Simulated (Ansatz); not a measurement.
```yaml
atoms:
  - { symbol: C, position_ang: [0.5303, 0.0000, 0.0000] }
  - { symbol: H, position_ang: [1.2005, 0.6977, 0.6977] }
  - { symbol: H, position_ang: [1.2005, -0.6977, -0.6977] }
  - { symbol: F, position_ang: [-0.3102, 0.8369, -0.8369] }
  - { symbol: F, position_ang: [-0.3102, -0.8369, 0.8369] }
```

Basis set: 6-31G* (spherical functions). Correlated methods keep 3 orbitals frozen. Charge 0, multiplicity 1.

Computed with Ansatz (development build ahead of 0.2.0); each method stands on the lowest determinant of its kind that the runs found. Restricted open shells among the atoms or ions are ROHF, correlated in semicanonical orbitals with singles.

The atomization energy at this shape (free ground-state atoms in the same class of orbitals less the molecule, no zero-point energy) of singlet CH₂F₂:

```csv
method,atomization energy
RHF-MP2,17.33 eV
```

**Question.** What does RHF give?

**Answer.** 12.58 eV. Caution: the shape is not the minimum.
